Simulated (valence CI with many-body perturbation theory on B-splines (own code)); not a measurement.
## E1 line list for Mo³⁶⁺

Calculated by configuration interaction combined with many-body perturbation theory (CI+MBPT): four valence electrons over a frozen Dirac-Fock core [He], radial functions for each j: 11 s, 11 p, 10 d, 8 f, 5 g, 2 h, with the one-electron correlation potential Σ1 (screened to all orders), the two-electron term Σ2, the three-electron term Σ3, Breit, model QED; selected single and double excitations, second order for the rest, scaled by the run's own slope (own B-spline code, finite nucleus).

The last digits are not significant, and no measured levels were compared; by estimate large intervals hold to a few tenths of a per cent, small ones and those within an open d or f shell to about a per cent. Among the levels kept, up to 970 cm⁻¹ of a level comes from second order outside the variational space, and about a tenth of that is noise between levels of different J, which matters for small intervals.

Lines 51 to 100 of 538 in falling wavelength, among levels below 3473.8 eV, chosen from the strongest by gf and those to the six lowest levels. Wavelengths and rates use the calculated energies. Electric multipoles are in the length gauge, E1 and E2 with the static RPA response of the core. Weak lines are less certain than strong ones. Lines between different terms over intervals too small for the method are left out, as are lines whose strength nearly cancels. The highest levels of a list are the least certain.

Levels are named by their leading jj configuration (3d3/2^4 stands for four electrons in 3d with j = 3/2), which in mixed levels can hold well under half, so a name can repeat and another be missing. Letters in brackets count levels of one name in rising energy.

```
λ vac (Å)                           Upper                           Lower   A (s⁻¹)  S (a.u.) with core polarisation  S without
    178.4  (2s 2p1/2 2p3/2 3d3/2) J=2 [d]  (2s 2p1/2 2p3/2 3p1/2) J=1 [c]  4.20e+09                         5.89e-02   5.89e-02
    178.3      (2s 2p3/2^2 3d3/2) J=3 [a]          (2s 2p3/2^2 3p1/2) J=3  3.39e+09                         6.64e-02   6.64e-02
    178.2   (2p1/2 2p3/2^2 3p3/2) J=3 [b]          (2p1/2 2p3/2^2 3s) J=3  4.04e+09                         7.90e-02   7.90e-02
    177.7      (2s 2p3/2^2 3p3/2) J=1 [a]         (2s 2p3/2^2 3s) J=2 [a]  8.25e+09                         6.85e-02   6.85e-02
    176.9       (2p1/2^2 2p3/2 3d3/2) J=2       (2p1/2^2 2p3/2 3p1/2) J=2  4.19e+09                         5.73e-02   5.73e-02
    176.8          (2s^2 2p3/2 3p3/2) J=1             (2s^2 2p3/2 3s) J=1  7.96e+09                         6.51e-02   6.51e-02
    176.1       (2p1/2 2p3/2^2 3p3/2) J=4          (2p1/2 2p3/2^2 3s) J=3  1.06e+10                         2.58e-01   2.59e-01
    175.9       (2p1/2 2p3/2^2 3d3/2) J=2   (2p1/2 2p3/2^2 3p1/2) J=2 [a]  4.51e+09                         6.06e-02   6.06e-02
    175.6  (2s 2p1/2 2p3/2 3d3/2) J=2 [a]  (2s 2p1/2 2p3/2 3p1/2) J=2 [a]  3.91e+09                         5.23e-02   5.23e-02
    174.7  (2s 2p1/2 2p3/2 3d3/2) J=1 [b]  (2s 2p1/2 2p3/2 3p1/2) J=2 [b]  6.98e+09                         5.51e-02   5.51e-02
    174.4          (2s 2p3/2^2 3p3/2) J=4  (2s 2p1/2 2p3/2 3d5/2) J=3 [a]  2.96e+09                         6.97e-02   6.97e-02
    173.5       (2p1/2^2 2p3/2 3p3/2) J=3          (2p1/2^2 2p3/2 3s) J=2  1.52e+10                         2.73e-01   2.73e-01
    173.0   (2p1/2 2p3/2^2 3p3/2) J=3 [a]      (2p1/2 2p3/2^2 3s) J=2 [a]  1.41e+10                         2.52e-01   2.52e-01
    172.9       (2p1/2^2 2p3/2 3d3/2) J=2       (2p1/2^2 2p3/2 3p1/2) J=1  5.35e+09                         6.83e-02   6.83e-02
    171.8   (2p1/2 2p3/2^2 3p3/2) J=2 [a]      (2p1/2 2p3/2^2 3s) J=2 [a]  6.57e+09                         8.23e-02   8.23e-02
    171.7       (2p1/2^2 2p3/2 3d3/2) J=3       (2p1/2^2 2p3/2 3p1/2) J=2  6.18e+09                         1.08e-01   1.08e-01
    171.4      (2s 2p3/2^2 3d3/2) J=3 [b]      (2s 2p3/2^2 3p1/2) J=2 [b]  5.29e+09                         9.20e-02   9.19e-02
    170.8       (2p1/2 2p3/2^2 3p3/2) J=4       (2p1/2^2 2p3/2 3d3/2) J=3  4.71e+09                         1.04e-01   1.04e-01
    170.5  (2s 2p1/2 2p3/2 3p3/2) J=3 [c]     (2s 2p1/2 2p3/2 3s) J=2 [c]  1.25e+10                         2.14e-01   2.14e-01
    170.3      (2s 2p3/2^2 3d3/2) J=3 [a]      (2s 2p3/2^2 3p1/2) J=2 [a]  3.36e+09                         5.75e-02   5.75e-02
    170.2      (2s 2p3/2^2 3p3/2) J=3 [b]         (2s 2p3/2^2 3s) J=2 [b]  6.32e+09                         1.08e-01   1.08e-01
    169.9  (2s 2p1/2 2p3/2 3p3/2) J=2 [a]     (2s 2p1/2 2p3/2 3s) J=1 [a]  8.39e+09                         1.02e-01   1.02e-01
    168.6          (2s^2 2p3/2 3p3/2) J=3          (2s^2 2p1/2 3d3/2) J=2  4.28e+09                         7.08e-02   7.08e-02
    168.1      (2s 2p3/2^2 3d3/2) J=2 [a]      (2s 2p3/2^2 3p1/2) J=2 [a]  6.97e+09                         8.17e-02   8.17e-02
    167.7      (2s 2p1/2 2p3/2 3d3/2) J=4      (2s 2p1/2 2p3/2 3p1/2) J=3  6.76e+09                         1.41e-01   1.41e-01
    167.2  (2s 2p1/2 2p3/2 3d3/2) J=3 [a]  (2s 2p1/2 2p3/2 3p1/2) J=2 [a]  7.02e+09                         1.13e-01   1.13e-01
    167.0       (2p1/2 2p3/2^2 3d3/2) J=3   (2p1/2 2p3/2^2 3p1/2) J=2 [a]  7.82e+09                         1.26e-01   1.26e-01
    166.6          (2p1/2 2p3/2^2 3s) J=3       (2p1/2^2 2p3/2 3p1/2) J=2  3.84e+09                         6.14e-02   6.14e-02
    166.2  (2s 2p1/2 2p3/2 3p3/2) J=1 [b]     (2s 2p1/2 2p3/2 3s) J=2 [b]  7.56e+09                         5.14e-02   5.14e-02
    165.2          (2s^2 2p3/2 3p3/2) J=3             (2s^2 2p3/2 3s) J=2  7.39e+09                         1.15e-01   1.15e-01
    165.1  (2s 2p1/2 2p3/2 3p3/2) J=3 [b]     (2s 2p1/2 2p3/2 3s) J=2 [b]  8.92e+09                         1.39e-01   1.39e-01
    164.8  (2s 2p1/2 2p3/2 3d3/2) J=3 [c]  (2s 2p1/2 2p3/2 3p3/2) J=2 [b]  4.09e+09                         6.33e-02   6.33e-02
    164.3          (2s 2p1/2^2 3d3/2) J=2          (2s 2p1/2^2 3p1/2) J=1  9.81e+09                         1.07e-01   1.07e-01
    164.1      (2s 2p1/2 2p3/2 3p3/2) J=4         (2s 2p1/2 2p3/2 3s) J=3  1.63e+10                         3.19e-01   3.19e-01
    163.9          (2s^2 2p3/2 3d3/2) J=3          (2s^2 2p3/2 3p1/2) J=2  7.43e+09                         1.13e-01   1.13e-01
    163.9       (2p1/2 2p3/2^2 3d3/2) J=1   (2p1/2 2p3/2^2 3p1/2) J=1 [a]  8.38e+09                         5.46e-02   5.46e-02
    162.8      (2s 2p3/2^2 3d3/2) J=2 [c]      (2s 2p3/2^2 3p1/2) J=1 [b]  4.85e+09                         5.17e-02   5.17e-02
    162.3      (2s 2p3/2^2 3d3/2) J=1 [a]      (2s 2p3/2^2 3p1/2) J=2 [a]  9.48e+09                         6.00e-02   6.00e-02
    162.2       (2p1/2 2p3/2^2 3d3/2) J=2   (2p1/2 2p3/2^2 3p1/2) J=1 [a]  5.07e+09                         5.35e-02   5.35e-02
    161.8  (2s 2p1/2 2p3/2 3d3/2) J=3 [c]  (2s 2p1/2 2p3/2 3p1/2) J=2 [c]  6.67e+09                         9.75e-02   9.75e-02
    160.7       (2p1/2^2 2p3/2 3d3/2) J=1       (2p1/2^2 2p3/2 3p1/2) J=1  9.58e+09                         5.89e-02   5.89e-02
    160.4       (2p1/2^2 2p3/2 3p3/2) J=2          (2p1/2^2 2p3/2 3s) J=1  1.19e+10                         1.21e-01   1.21e-01
    159.5  (2s 2p1/2 2p3/2 3p3/2) J=2 [c]     (2s 2p1/2 2p3/2 3s) J=1 [b]  5.49e+09                         5.50e-02   5.50e-02
    159.3  (2s 2p1/2 2p3/2 3d3/2) J=2 [a]  (2s 2p1/2 2p3/2 3p1/2) J=1 [a]  5.33e+09                         5.31e-02   5.31e-02
    159.2      (2s 2p3/2^2 3p3/2) J=3 [a]             (2s 2p3/2^2 3s) J=3  6.29e+09                         8.78e-02   8.78e-02
    159.0          (2s 2p3/2^2 3d3/2) J=4          (2s 2p3/2^2 3p1/2) J=3  9.90e+09                         1.77e-01   1.77e-01
    158.9  (2s 2p1/2 2p3/2 3p3/2) J=3 [a]     (2s 2p1/2 2p3/2 3s) J=2 [a]  1.33e+10                         1.85e-01   1.85e-01
    158.6  (2s 2p1/2 2p3/2 3d3/2) J=1 [a]  (2s 2p1/2 2p3/2 3p1/2) J=1 [a]  8.79e+09                         5.19e-02   5.19e-02
    158.3          (2s 2p3/2^2 3p3/2) J=4             (2s 2p3/2^2 3s) J=3  1.34e+10                         2.37e-01   2.37e-01
    158.2          (2s^2 2p1/2 3d3/2) J=2          (2s^2 2p1/2 3p1/2) J=1  6.67e+09                         6.51e-02   6.51e-02
```
